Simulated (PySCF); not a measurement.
# `[H]/N=C1/C[C@H]([SeH])[C@H]1C`, C₅H₉NSe

Cartesian coordinates in Å; atom numbers follow the order of the lines, from 1:
```xyz
16

C    -1.248    1.403    0.287
C    -0.099    0.419    0.414
C    -0.433   -1.065    0.352
N    -1.267   -1.835    0.870
C     0.600   -1.329   -0.704
C     0.780    0.192   -0.832
Se    2.617    0.908   -0.806
H    -1.867    1.382    1.182
H    -0.864    2.413    0.156
H    -1.870    1.153   -0.570
H     0.494    0.649    1.305
H    -1.897   -1.410    1.548
H     1.472   -1.851   -0.310
H     0.251   -1.860   -1.587
H     0.337    0.605   -1.741
H     2.986    0.237    0.425
```

Theory: TDDFT BHandHLYP/aug-cc-pVDZ circular dichroism and optical rotation, one conformer, gas phase (PySCF 2.14.0). Geometry: GFN2-xTB.

The molecule is flexible and this is one conformer; a measurement averages over conformers. The calculation is non-relativistic, which matters for the atoms heavier than Zn.

Question: Draw the ECD and absorption spectra from the lowest 8 states, each a Gaussian of half-width 0.2 eV at 1/e height.

Answer: 
```
E (eV)  λ (nm)  Δε (L mol⁻¹ cm⁻¹)  ε (L mol⁻¹ cm⁻¹)
  4.35     285              +0.01             0.433
  4.50     275              +0.17              10.5
  4.65     266              +1.35              82.6
  4.80     258              +3.34               213
  4.95     250              +1.33               205
  5.10     243              -6.41               192
  5.25     236             -10.74               291
  5.40     229              -3.40               776
  5.55     223              +5.70              2130
  5.70     217              +6.72              2170
  5.85     212              +2.16               728
  6.00     207              -0.87               139
  6.15     202              -4.61               313
  6.30     197              -6.63               807
  6.45     192              +2.04              2240
  6.60     188             +16.03              5180
  6.75     184             +11.55              5450
```
Δε uses R in velocity form, ε uses f in length form. Only the states computed contribute, so the short-wavelength end is incomplete.
